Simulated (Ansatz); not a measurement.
Consider the formal exchange of groups at the Si–C bond: `O[CH]([SiH3])[SnH3]` + `C1=C[SiH2]O1` → `[SiH3]C1=CO[SiH2]1` + `O[CH2][SnH3]`.

Isolated molecules relaxed with PBE0-D4/def2-TZVP in Ansatz; ΔE leaves out vibrations. CCSD(T)/CBS is the MP2 limit (def2-TZVPP, def2-QZVPP) plus CCSD(T) − MP2 in def2-TZVPP, frozen cores. DFT in def2-TZVPP. B3LYP here is the variant with VWN-RPA as its local correlation; programs differ in this. Elements past krypton have def2 core potentials. For Sn outer-core shells are correlated without core-valence functions, which leaves a few kJ/mol of doubt a bond. One conformer a species, not always the lowest.

`O[CH]([SiH3])[SnH3]`:

```xyz
12

O     1.717    0.603   -0.348
C     0.481    0.396    0.326
Si    0.469   -1.344    1.036
Sn   -1.212    0.705   -1.016
H     1.753    1.505   -0.677
H     0.350    1.103    1.158
H     0.581   -2.346   -0.055
H    -0.837   -1.525    1.730
H     1.576   -1.552    2.007
H    -0.782    2.061   -1.973
H    -2.650    1.044   -0.159
H    -1.446   -0.647   -2.030
```

`C1=C[SiH2]O1`:

Cartesian coordinates in Å:
```
C 1.097 -0.282 0.087
C 0.377 0.740 0.578
Si -0.998 -0.085 -0.303
O 0.312 -1.132 -0.664
H 2.148 -0.548 0.174
H 0.703 1.559 1.195
H -2.065 -0.777 0.459
H -1.573 0.524 -1.527
```

`[SiH3]C1=CO[SiH2]1`:

```xyz
11

Si   -0.596   -1.765   -0.058
C    -0.026   -0.025   -0.047
C    -0.091    0.907   -1.024
O     0.444    2.111   -0.644
Si    0.769    1.359    0.866
H    -1.198   -2.081   -1.382
H     0.533   -2.701    0.191
H    -1.615   -2.001    1.001
H    -0.489    0.857   -2.037
H     2.222    1.315    1.157
H     0.047    2.023    1.977
```

`O[CH2][SnH3]`:

Z-matrix (Å, degrees):
```
C
Sn 1 2.175
O 1 1.413 2 112.6
H 1 1.096 2 109.6 3 -125.6
H 1 1.091 2 108.3 3 117.7
H 2 1.714 1 107.0 3 48.9
H 2 1.711 1 111.7 3 168.2
H 2 1.707 1 110.7 3 -69.5
H 3 0.960 1 108.8 2 -64.7
```

```csv
level,ΔE (kcal/mol)
B2PLYP,-8.0
B3LYP,-8.2
```

Problem. What does CCSD(T)/CBS give? (An estimate is asked.)

Solution. Computed: -6.7 kcal/mol. The listed levels differ from it by -1.3, -1.5 kcal/mol.

Largest T1 diagnostic among the species: 0.014.

In def2-TZVPP, CCSD(T) changes the Hartree–Fock value by +2.1 kcal/mol (the triples alone add +0.1 kcal/mol) and MP2 by +1.7 kcal/mol.
